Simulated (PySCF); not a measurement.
Excited states of `CS/C=C(/[O-])[S@](C)=O`, [C4H7O2S2]-, charge -1

Method used: TDA PBE0/def2-SVPD excited states, vertical, gas phase (PySCF). Geometry: GFN2-xTB.

Input:
```
{"job": {"kind": "states", "xc": "PBE0", "basis": "def2-SVPD", "tda": true, "soc": true, "nstates": 8, "ntriplets": 4, "nquad": 4}, "charge": -1, "multiplicity": 1}
C      2.438405    -1.009990     0.358818
S      1.906203    -0.014611    -1.087885
C      1.039677     1.306632    -0.343830
C     -0.266172     1.205736    -0.014302
O     -1.065106     1.992705     0.494361
S     -0.902586    -0.582723    -0.418654
C     -2.681545    -0.105674    -0.383328
O     -0.686599    -1.371121     0.832443
H      2.995665    -1.860673    -0.021701
H      1.546508    -1.337816     0.885271
H      3.067204    -0.397792     1.000349
H      1.599621     2.218062    -0.191725
H     -2.985892     0.122234    -1.400257
H     -2.758749     0.778904     0.249312
H     -3.251048    -0.935882     0.019217
```
Coordinates are in Å.

Command: `OMP_NUM_THREADS=1 python excited_run.py task.json out`

Task: What does the run print?

Result: H and L stand for HOMO and LUMO.
```
coarse grid: 14104 points
cycle   1  E = -1102.0072098783  dE =  1.212e+00  |g| = 1.093e+00  |ddm| = 5.928e+00
cycle   2  E = -1100.7952718851  dE =  1.212e+00  |g| = 2.621e+00  |ddm| = 5.418e+00
cycle   3  E = -1102.2458539822  dE = -1.451e+00  |g| = 2.586e-01  |ddm| = 4.624e+00
cycle   4  E = -1102.2576770433  dE = -1.182e-02  |g| = 1.643e-01  |ddm| = 9.189e-01
cycle   5  E = -1102.2633177751  dE = -5.641e-03  |g| = 6.610e-02  |ddm| = 4.047e-01
cycle   6  E = -1102.2642726568  dE = -9.549e-04  |g| = 1.523e-02  |ddm| = 1.032e-01
cycle   7  E = -1102.2643202661  dE = -4.761e-05  |g| = 5.359e-03  |ddm| = 3.431e-02
cycle   8  E = -1102.2643276096  dE = -7.343e-06  |g| = 9.632e-04  |ddm| = 1.307e-02
final grid: 128344 points
cycle   9  E = -1102.3904434249  dE = -1.784e-05  |g| = 1.334e-02  |ddm| = 1.242e-01
cycle  10  E = -1102.3903643391  dE =  7.909e-05  |g| = 2.351e-02  |ddm| = 4.749e-02
cycle  11  E = -1102.3904802834  dE = -1.159e-04  |g| = 3.561e-03  |ddm| = 3.227e-02
cycle  12  E = -1102.3904831571  dE = -2.874e-06  |g| = 3.270e-04  |ddm| = 5.759e-03
cycle  13  E = -1102.3904831752  dE = -1.812e-08  |g| = 2.418e-04  |ddm| = 1.003e-03
cycle  14  E = -1102.3904831875  dE = -1.225e-08  |g| = 5.769e-05  |ddm| = 3.424e-04
cycle  15  E = -1102.3904831882  dE = -7.644e-10  |g| = 1.177e-05  |ddm| = 1.557e-04
converged SCF energy = -1102.3904831882

Singlet excitations
state   eV       nm        f     d(h-e)  d(exc)  Lambda  PR(NTO)  |dmu|/D   mu/D   main configurations
  1   4.3373   285.9   0.00341   0.365   3.267   0.484   1.031    1.114    1.107   H->L+3 0.44, H->L+2 0.18, H-1->L+3 0.14
  2   4.4231   280.3   0.04222   1.880   4.418   0.333   1.171    7.722    5.669   H->L+1 0.76
  3   4.4413   279.2   0.01740   1.709   4.900   0.292   1.058    6.917    5.448   H->L 0.88
  4   4.6056   269.2   0.01678   2.946   4.807   0.318   1.350   11.572   10.310   H-1->L 0.58, H-1->L+1 0.21, H->L+2 0.11
  5   4.6355   267.5   0.02807   2.771   4.872   0.313   1.090                     H-1->L+1 0.52, H-1->L 0.26, H->L+1 0.11
  6   4.7608   260.4   0.03380   1.852   4.569   0.449   1.262                     H->L+2 0.51, H->L+3 0.25
  7   4.9032   252.9   0.04203   1.670   4.379   0.442   1.217                     H-1->L+2 0.63, H-1->L+3 0.10
  8   5.0174   247.1   0.02702   1.216   4.465   0.403   1.316                     H->L+4 0.45, H-1->L+3 0.31, H->L+3 0.10

Triplet excitations (Tamm-Dancoff)
state   eV     d(h-e)  d(exc)  Lambda  PR(NTO)   main configurations
  1   3.7353   0.565   2.871   0.476   1.034   H->L+3 0.24, H->L+2 0.20, H-1->L+2 0.19
  2   3.9493   0.336   3.018   0.485   1.077   H-1->L+3 0.30, H->L+3 0.29, H-1->L+2 0.13
  3   4.1909   1.630   3.899   0.355   1.022   H->L+1 0.49, H-1->L+1 0.12, H->L 0.10
  4   4.3467   2.648   4.635   0.314   1.091   H->L 0.69, H->L+1 0.12
S1 - T1 = 0.6020 eV

Spin-orbit couplings |<S|Hso|T>| (cm-1)
             T1       T2       T3       T4
S0       14.603   28.032   65.894   23.873
S1        7.085    9.836   16.449    2.013
S2        3.782    9.599    6.416    4.693
S3        2.989    6.166    7.094    1.955
S4        1.822    1.866    3.731    9.309
S5        5.615    7.690    7.786    4.526
S6        4.292    4.816    4.696    2.993
S7        5.914    4.281    3.921    2.269
S8        2.497    1.298    2.401    4.786
T1 sublevels (cm-1): 0.000 0.002 0.069   radiative rates (1/s): 3.67 5.46 9.87
```

For a gas-phase anion, states above the detachment energy (about 1.5 eV, taken as minus the energy of the highest occupied orbital) lie in the continuum and depend on the basis.

It took 91 s wall time on 1 thread of an Arm Neoverse N1, shared host, peak memory 0.92 GiB.
